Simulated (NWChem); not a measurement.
System: C₂H₄F₂OSi; SMILES O=C([SiH3])C(F)F

Excerpt of the output:

```
             Northwest Computational Chemistry Package (NWChem) 7.3.0
             --------------------------------------------------------

                             Geometry "geometry" -> ""
                             -------------------------

 Output coordinates in angstroms (scale by  1.889725989 to convert to a.u.)

  No.       Tag          Charge          X              Y              Z
 ---- ---------------- ---------- -------------- -------------- --------------
    1 O                    8.0000    -1.62564400    -0.61848500     0.84877600
    2 C                    6.0000    -0.59659900    -0.26364500     0.33281200
    3 Si                  14.0000     0.78020400    -1.55771700    -0.14081200
    4 C                    6.0000    -0.34780600     1.21769700     0.03942800
    5 F                    9.0000     0.77790200     1.58946400     0.68183200
    6 F                    9.0000    -0.14183700     1.35428300    -1.28605000
    7 H                    1.0000     0.13686100    -2.53258600    -1.06591000
    8 H                    1.0000     1.96359100    -0.92340000    -0.78399900
    9 H                    1.0000     1.17103600    -2.23458500     1.12785800
   10 H                    1.0000    -1.19263400     1.85200600     0.35841200

 Effective nuclear repulsion energy (a.u.)     299.7887063545

                                 NWChem DFT Module
                                 -----------------

 Summary of "ao basis" -> "ao basis" (spherical)
 ------------------------------------------------------------------------------
       Tag                 Description            Shells   Functions and Types
 ---------------- ------------------------------  ------  ---------------------
 O                          def2-svp                 6       14   3s2p1d
 C                          def2-svp                 6       14   3s2p1d
 Si                         def2-svp                 8       18   4s3p1d
 F                          def2-svp                 6       14   3s2p1d
 H                          def2-svp                 3        5   2s1p

 in cosmo_initialize ...
 calling solv_data for solv:chcl3

 solvent parameters
 solvname_short: chcl3
 solvname_long:  chloroform
 dielec:        4.7113
 dielecinf:     2.0906
 nonaqueous SMD model solvent descriptors
 dielec:        4.7113
 sola:          0.1500
 solb:          0.0200
 solc:          0.0000
 solg:         38.3900
 solh:          0.7500
 soln:          1.4459

          ---------------
          -cosmo- solvent
          ---------------
 Cosmo: York-Karplus, doi: 10.1021/jp992097l
 dielectric constant -eps-     =   4.71
 screen = (eps-1)/(eps    )    =   0.78774
 surface charge correction     = lagrangian

   van der Waals surface
 --------------------------

[...]

                                COSMO-SMD solvation results
                                ---------------------------

             internal energy in gas <Psi(g)|H|Psi(g)> =      -642.473177790825
         internal energy in solvent <Psi(s)|H|Psi(s)> =      -642.472772561342
                               delta internal energy  =         0.000405229483 (    0.25 kcal/mol)
   total free energy in solvent <Psi(s)|H+V/2|Psi(s)> =      -642.478293243060
 polarization energy contribution <Psi(s)|V/2|Psi(s)> =        -0.005520681718 (   -3.46 kcal/mol)
    total free energy in solvent including G(SMD-CDS) =      -642.477506562435
                       G(SMD-CDS) energy contribution =         0.000786680625 (    0.49 kcal/mol)
     1 M fixed-concentration free energy of solvation =        -0.004328771609 (   -2.72 kcal/mol)

                       DFT Final Molecular Orbital Analysis
                       ------------------------------------

 Vector   26  Occ=2.000000D+00  E=-4.158096D-01
              MO Center=  1.2D+00, -1.5D+00, -3.7D-01, r^2= 2.3D+00
   Bfn.  Coefficient  Atom+Function         Bfn.  Coefficient  Atom+Function
  ----- ------------  ---------------      ----- ------------  ---------------
    94      0.362240   8 H  s                37      0.224227   3 Si py
    89     -0.199675   7 H  s                99     -0.192134   9 H  s
    95      0.190337   8 H  s                36      0.175520   3 Si px
    40      0.161437   3 Si py               34     -0.124910   3 Si py
    39      0.120676   3 Si px               38     -0.109196   3 Si pz

 Vector   27  Occ=2.000000D+00  E=-4.125973D-01
              MO Center=  5.7D-01, -2.0D+00,  3.3D-02, r^2= 2.5D+00
   Bfn.  Coefficient  Atom+Function         Bfn.  Coefficient  Atom+Function
  ----- ------------  ---------------      ----- ------------  ---------------
    99     -0.318750   9 H  s                89      0.314511   7 H  s
    38     -0.269213   3 Si pz               41     -0.201018   3 Si pz
   100     -0.162515   9 H  s                90      0.160399   7 H  s
    35      0.149478   3 Si pz                6      0.138989   1 O  pz
    36     -0.124040   3 Si px                9      0.098813   1 O  pz

 Vector   28  Occ=2.000000D+00  E=-3.239969D-01
              MO Center= -6.8D-01, -4.0D-01,  3.9D-01, r^2= 2.8D+00
   Bfn.  Coefficient  Atom+Function         Bfn.  Coefficient  Atom+Function
  ----- ------------  ---------------      ----- ------------  ---------------
     5      0.432239   1 O  py                8      0.351085   1 O  py
    51      0.281116   4 C  py               19     -0.241407   2 C  py
    49     -0.201064   4 C  s                40      0.168065   3 Si py
    17      0.165485   2 C  s                 4     -0.162910   1 O  px
    36     -0.161955   3 Si px               48     -0.144533   4 C  s

 Vector   29  Occ=0.000000D+00  E=-2.552884D-02
              MO Center= -6.3D-01, -4.5D-01,  3.7D-01, r^2= 2.5D+00
   Bfn.  Coefficient  Atom+Function         Bfn.  Coefficient  Atom+Function
  ----- ------------  ---------------      ----- ------------  ---------------
    20      0.390384   2 C  pz               23      0.383727   2 C  pz
     9     -0.380258   1 O  pz                6     -0.354603   1 O  pz
    41      0.318671   3 Si pz               90      0.308758   7 H  s
   100     -0.309512   9 H  s                18      0.179650   2 C  px
    21      0.176075   2 C  px                7     -0.174926   1 O  px

 Vector   30  Occ=0.000000D+00  E= 6.739874D-02
              MO Center=  9.2D-01, -1.7D+00, -1.9D-01, r^2= 3.7D+00
   Bfn.  Coefficient  Atom+Function         Bfn.  Coefficient  Atom+Function
  ----- ------------  ---------------      ----- ------------  ---------------
    17      1.092163   2 C  s                39      1.068091   3 Si px
    40     -1.011633   3 Si py               21      0.526686   2 C  px
    95     -0.396264   8 H  s                41     -0.362573   3 Si pz
    22     -0.311963   2 C  py              100     -0.312128   9 H  s
    90     -0.307540   7 H  s                32     -0.265030   3 Si s

 Vector   31  Occ=0.000000D+00  E= 8.411865D-02
              MO Center=  6.0D-01, -1.4D+00, -7.1D-02, r^2= 4.0D+00
   Bfn.  Coefficient  Atom+Function         Bfn.  Coefficient  Atom+Function
  ----- ------------  ---------------      ----- ------------  ---------------
    95      1.161372   8 H  s                40     -1.032558   3 Si py
    39     -0.842033   3 Si px               90     -0.646641   7 H  s
   100     -0.619055   9 H  s                41      0.515810   3 Si pz
    49      0.326604   4 C  s                54     -0.241192   4 C  py
    17     -0.186380   2 C  s                22     -0.183584   2 C  py

     Multipole analysis of the density
     ---------------------------------

     L   x y z        total         alpha         beta         nuclear
     -   - - -        -----         -----         ----         -------
     0   0 0 0     -0.000000    -28.000000    -28.000000     56.000000

     1   1 0 0      0.202928      0.049768      0.049768      0.103393
     1   0 1 0     -0.009804     -1.538936     -1.538936      3.068068
     1   0 0 1     -0.085084     -1.224262     -1.224262      2.363441

     2   2 0 0    -32.857464    -96.457291    -96.457291    160.057119
     2   1 1 0     -3.848620     12.636201     12.636201    -29.121022
     2   1 0 1      0.967149     15.172964     15.172964    -29.378778
     2   0 2 0    -30.008503   -195.841108   -195.841108    361.673712
     2   0 1 1      1.577690     11.004981     11.004981    -20.432272
     2   0 0 2    -32.387951    -67.859393    -67.859393    103.330835
```

Level: M06-2X/def2-SVP, SMD on the gas-phase geometry. Structure relaxed at the PBE0/def2-SVP level. Solvent: chloroform.

Problem. Write an input that gives this output.

Solution. This is not unique; one that fits is the input that was run:
```
start job
memory heap 200 mb stack 900 mb global 1100 mb
geometry units angstroms noautosym nocenter noautoz
  O     -1.625644    -0.618485     0.848776
  C     -0.596599    -0.263645     0.332812
  Si     0.780204    -1.557717    -0.140812
  C     -0.347806     1.217697     0.039428
  F      0.777902     1.589464     0.681832
  F     -0.141837     1.354283    -1.286050
  H      0.136861    -2.532586    -1.065910
  H      1.963591    -0.923400    -0.783999
  H      1.171036    -2.234585     1.127858
  H     -1.192634     1.852006     0.358412
end
basis spherical
  O library def2-svp
  C library def2-svp
  Si library def2-svp
  F library def2-svp
  H library def2-svp
end
dft
  xc m06-2x
  iterations 150
end
cosmo
  do_cosmo_smd true
  solvent chcl3
end
task dft energy
```
